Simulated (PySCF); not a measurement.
Two species compared at the same levels of theory.

First species: C₄H₉NOS.
Atom-mapped SMILES: `[CH3:1][N:2]([CH3:3])[C:4](=[S:5])[CH2:6][OH:7]` (hydrogens: H8, H9, H10 on C1; H11, H12, H13 on C3; H14, H15 on C6; H16 on O7)

Second species: C₆H₆FNO.
Cartesian coordinates in Å at the GFN2-xTB level; atoms count from 1:
```
atom  x, y, z in Å
C1     1.7974    1.2089    1.6907
C2     1.3980    0.7001    0.6845
C3     0.8617    0.0864   -0.5154
C4    -0.2757    0.9948   -1.0201
O5    -0.1671    2.0042   -1.6639
N6    -1.4287    0.4436   -0.5837
C7    -1.2873   -0.7809    0.1627
C8     0.1328   -1.2320   -0.2116
F9     0.7092   -1.9496    0.8026
H10    2.1766    1.6556    2.5602
H11    1.6530   -0.0171   -1.2600
H12   -2.3174    0.9012   -0.7039
H13   -2.0489   -1.5112   -0.1189
H14   -1.3382   -0.6084    1.2458
H15    0.1299   -1.8875   -1.0909
```

Levels: CAM-B3LYP/def2-SVPD for HOMO energy, LUMO energy, HOMO–LUMO gap and static isotropic polarisability; TDDFT CAM-B3LYP/def2-SVPD for lowest singlet excitation; TDA CAM-B3LYP/def2-SVPD for lowest triplet excitation (Tamm–Dancoff). Geometries: GFN2-xTB. Each species is one conformer at its optimised geometry, gas phase, non-relativistic unless stated; the electronic structure was computed with PySCF and density fitting.

The conformers computed, where there is a choice (atom-mapped SMILES and torsion angles):
- `[CH3:1][N:2]([CH3:3])[C:4](=[S:5])[CH2:6][OH:7]`: C1–N2–C4–S5 180°, N2–C4–C6–O7 175°, H–O7–C6–C4 7°

The conformers of `C#C[C@@H]1C(=O)NC[C@@H]1F` aren't listed.

Which of the two has the higher HOMO energy, and by how much?

The first: -7.84 eV against -8.93 eV, a difference of 1.09 eV.

Which of the two has the higher static isotropic polarisability, and by how much?

The first: 86.0 au against 75.4 au, a difference of 10.6 au.

Which has the higher LUMO energy?

The second: 0.98 eV against 0.11 eV, a difference of 0.87 eV.

Which of the two has the higher S1 energy, and by how much?

The second: 5.68 eV against 3.93 eV, a difference of 1.75 eV.

Which has the higher HOMO–LUMO gap?

The second: 9.91 eV against 7.95 eV, a difference of 1.96 eV.

Which of the two has the higher T1 energy, and by how much?

The second: 5.16 eV against 3.41 eV, a difference of 1.75 eV.

On the first: The 8 singlets span 3.93 to 7.22 eV, and their oscillator strengths add up to 0.45. No computed singlet falls in the visible range (750 to 380 nm, 1.65 to 3.26 eV); S1 lies 0.67 eV above its blue end.

On the second: The polarisability is 11.18 Å³ as a volume (1 au = 0.148185 Å³), or 1.14 au for each of the 66 electrons. The principal polarisabilities are 64.1, 77.0 and 85.2 au; their mean is the isotropic value.
